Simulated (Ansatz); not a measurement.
Mulliken charges of `C=[N][GaH2]` from PBE/def2-TZVPP in Ansatz (PBE0-D4/def2-TZVP geometry).

```
atom   x (Å)   y (Å)   z (Å)  charge (e)
  C1  -1.120   0.099  -0.980      -0.045
  N2  -0.311  -0.141  -0.068      -0.190
 Ga3   1.142  -0.100   0.998       0.127
  H4  -0.944   0.853  -1.763       0.088
  H5  -2.077  -0.439  -1.060       0.087
  H6   1.041   0.837   2.236      -0.034
  H7   2.269  -1.110   0.637      -0.034
```

Question: By hand: the dipole of these point charges (1 e Å = 4.8032 D).

Answer: Σ q r = (-0.122, 0.056, -0.161) e Å, of length 0.210 e Å = 1.01 D.

Question: How does the dipole of the full density compare? (An estimate is asked.)

Answer: The calculation gave: (-0.100, 0.090, -0.186) e Å, 1.10 D; the point charges give 0.92 times that, at 11° from its direction.

Point charges leave out the atoms' own dipoles, such as those of lone pairs, and Mulliken's split depends on the basis, so the close match here is no proof of good charges.
